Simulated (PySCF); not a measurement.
W(OH)₃: from structure and modes to constants

These are results of UPBE0 in PySCF with W def2-SVP with ECP60, O def2-SVP, H def2-SVP; scalar-relativistic core potentials, no spin–orbit coupling; density-fitted integrals, not measurements.

The quartet minimum has C3v symmetry. Masses (u): W 183.95093, O 15.99492, H 1.00782.

```xyz
7
charge 0 multiplicity 4, angstrom
W     0.0000    0.0000    0.0012
O     0.0000   -1.9097   -0.0516
O     1.6539    0.9549   -0.0516
O    -1.6539    0.9549   -0.0516
H     0.0000   -2.4541    0.7461
H     2.1253    1.2270    0.7461
H    -2.1253    1.2270    0.7461
```

Harmonic wavenumbers (cm⁻¹): 161.1 (a1, ×1), 171.0 (e, ×2), 394.4 (a2, ×1), 462.4 (e, ×2), 679.8 (e, ×2), 695.8 (e, ×2), 709.8 (a1, ×1), 712.6 (a1, ×1), 3843.3 (e, ×2), 3847.0 (a1, ×1).

(1) Find the principal moments of inertia and the rotational constants. What kind of rotor is it?

(2) Give the standard entropy (298.15 K, 1 bar) by its translational, rotational, vibrational and spin parts, and Cp.

Results:

(1) About the centre of mass I = 98.419, 98.419, 193.22 u Å². With B = 16.8576/I this gives 0.1713, 0.1713, 0.08725 cm⁻¹. The molecule is an oblate symmetric top.

(2) Sackur–Tetrode with M = 234.96 u gives 176.9; rotation with symmetry number 3 gives 99.4; vibration 49.2; spin R ln 4 = 11.5. The total is 337.1 J/(mol K), and Cp = 4 R + 62.0 = 95.3 J/(mol K).

Only a few start shapes were tried, so a lower isomer may exist. Open d and f shells are described by one determinant, and the ground state may have another occupation or spin. With an element this heavy the missing spin–orbit coupling can shift these numbers.
